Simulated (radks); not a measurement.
Question: The gold ion Au+, configuration [Xe] 4f14 5d10. All-electron calculation, Dirac Kohn-Sham, PBE, spin-unpolarised, spherical densities, finite nucleus; Fermi nuclear charge, rms radius 5.4371 fm. Program: a radial shooting solver on a logarithmic mesh with Libxc functionals. Some entries of the table are withheld. Estimate them.

| orbital | occ. | eigenvalue (hartree) | <r> (bohr) | <r^2> (bohr^2) |
|---|---|---|---|---|
| 1s1/2 | 2 | -2962.660 | 0.01687 | 0.0003934 |
| 2s1/2 | 2 | -522.5972 | 0.07047 | 0.005940 |
| 2p1/2 | 2 | (1) | 0.05798 | 0.004202 |
| 2p3/2 | 4 | (2) | 0.06653 | 0.005390 |
| 3s1/2 | 2 | -123.5711 | 0.1833 | 0.03857 |
| 3p1/2 | 2 | -113.9618 | 0.1736 | 0.03516 |
| 3p3/2 | 4 | -99.07740 | 0.1893 | 0.04158 |
| 3d3/2 | 4 | -83.06619 | 0.1648 | 0.03190 |
| 3d5/2 | 6 | -79.86691 | 0.1696 | 0.03364 |
| 4s1/2 | 2 | -27.06107 | 0.4070 | 0.1871 |
| 4p1/2 | 2 | (3) | 0.4094 | (4) |
| 4p3/2 | 4 | (5) | 0.4434 | (6) |
| 4d3/2 | 4 | (7) | 0.4519 | 0.2362 |
| 4d5/2 | 6 | (8) | 0.4631 | 0.2479 |
| 5s1/2 | 2 | -4.28219 | 0.9287 | 0.9682 |
| 4f5/2 | 6 | -3.36166 | 0.4953 | 0.2975 |
| 4f7/2 | 8 | -3.22161 | 0.5023 | 0.3061 |
| 5p1/2 | 2 | -2.95246 | 1.005 | 1.142 |
| 5p3/2 | 4 | -2.34848 | 1.104 | 1.381 |
| 5d3/2 | 4 | -0.59898 | 1.536 | 2.806 |
| 5d5/2 | 6 | -0.54137 | 1.606 | 3.079 |

Answer: 
(1) 2p1/2 eigenvalue (hartree): -501.3066
(2) 2p3/2 eigenvalue (hartree): -433.8541
(3) 4p1/2 eigenvalue (hartree): -22.95553
(4) 4p1/2 <r^2> (bohr^2): 0.1909
(5) 4p3/2 eigenvalue (hartree): -19.38638
(6) 4p3/2 <r^2> (bohr^2): 0.2236
(7) 4d3/2 eigenvalue (hartree): -12.65578
(8) 4d5/2 eigenvalue (hartree): -11.99100
